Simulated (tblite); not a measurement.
Compound: C₇H₉ (doublet state).
Geometry (GFN2-xTB, Å), atoms numbered from 1 in this order:
```xyz
16
C7H9 angstrom
C      2.4875    0.9023    0.0660
C      1.2980    0.1323   -0.3995
C      0.5349   -0.6173    0.3775
C     -0.6826   -1.3594   -0.0984
C     -1.8821   -0.7550    0.4842
C     -2.9832   -0.6120    1.1322
C     -2.5333    0.6899    0.5819
H      2.3512    1.9624   -0.1468
H      3.3823    0.5741   -0.4621
H      2.6429    0.7752    1.1344
H      1.0779    0.2132   -1.4572
H      0.7440   -0.7019    1.4359
H     -0.6323   -2.4099    0.2054
H     -0.7472   -1.3140   -1.1908
H     -3.0009    1.1048   -0.3038
H     -2.0646    1.4244    1.2266
```

Computed with GFN2-xTB (tblite): harmonic, unscaled wavenumbers at the GFN2-xTB geometry, gas phase. This tight-binding method is rough: wavenumbers can miss measured ones by several per cent, in bad cases by 10 to 20. One conformer, not necessarily the lowest. Open shells enter through the occupations alone, without spin polarisation, and single modes of such species can be off by tens of per cent.

Harmonic wavenumbers (cm⁻¹): 38.9, 45.4, 113.7, 168.9, 235.1, 268.1, 298.7, 422.8, 515.0, 648.2, 696.5, 738.4, 896.5, 952.2, 955.1, 994.3, 1004.5, 1020.8, 1041.1, 1087.1, 1117.6, 1139.0, 1162.0, 1241.1, 1293.8, 1297.9, 1403.2, 1433.7, 1459.2, 1477.3, 1485.2, 1735.7, 1928.7, 2931.9, 2943.4, 2998.5, 3012.5, 3013.8, 3020.5, 3039.5, 3049.7, 3064.4.

A = 6704, B = 1307, C = 1177 MHz; mass 93.070 u (most abundant isotopes); point group C1, symmetry number 1; spin multiplicity 2.

Problem. What is the zero-point energy?

Solution. ½Σν̃ = 28695 cm⁻¹ = 82.04 kcal/mol.

Problem. What is S at 298.15 K and 1 bar for an ideal gas of classical rigid rotors and harmonic oscillators?

Solution. Translation 39.53, rotation 27.84, vibration 24.41, spin (R ln 2) 1.38: S = 93.2 cal/(mol K).

Problem. And Cp and H(298.15 K) − H(0)?

Solution. Cp = 30.91 cal/(mol K), of which vibrations give 22.96 (their classical limit is 42 R = 83.5); H(298.15 K) − H(0) = 5.95 kcal/mol without the zero-point energy, 3.58 from vibrations.

Problem. What must be added to the electronic energy to get the Gibbs energy at 298.15 K and 1 bar?

Solution. ZPE + [H(298.15 K) − H(0)] − T·S = 82.04 + 5.95 − 27.77 = 60.22 kcal/mol.

Problem. How do the functions run with temperature in this model?

Solution. 
| T (K) | S (cal/(mol K)) | Cp (cal/(mol K)) | H − H(0) (kcal/mol) | G − H(0) (kcal/mol) | ln q(vib) |
| --- | --- | --- | --- | --- | --- |
| 50 | 58.5 | 12.9 | 0.52 | -2.41 | 0.76 |
| 100 | 68.7 | 16.9 | 1.27 | -5.60 | 1.96 |
| 373.15 | 100.7 | 36.9 | 8.49 | -29.10 | 7.75 |
| 500 | 112.8 | 45.9 | 13.76 | -42.65 | 10.27 |
| 750 | 134.1 | 59.0 | 27.00 | -73.59 | 15.09 |
| 1000 | 152.4 | 67.7 | 42.90 | -109.46 | 19.65 |

q(vib) and H(0) count from the zero-point level.

Problem. Which modes carry the vibrational entropy at 298.15 K?

Solution. 38.9 cm⁻¹: 5.31; 45.4 cm⁻¹: 5.01; 113.7 cm⁻¹: 3.20; 168.9 cm⁻¹: 2.45; 235.1 cm⁻¹: 1.84; 268.1 cm⁻¹: 1.61 cal/(mol K); the other 36 give 4.99 together.

Hindered rotation and anharmonicity are outside this model. Other conformers, if any are populated, would add a mixing term that is left out. The structure is chiral; the term R ln 2 for an equal mix with its mirror image is left out.

Time: 0.45 s of wall time. Hardware: an Arm Neoverse V1 with one thread, on a shared host. The figure is for the frequency step alone.
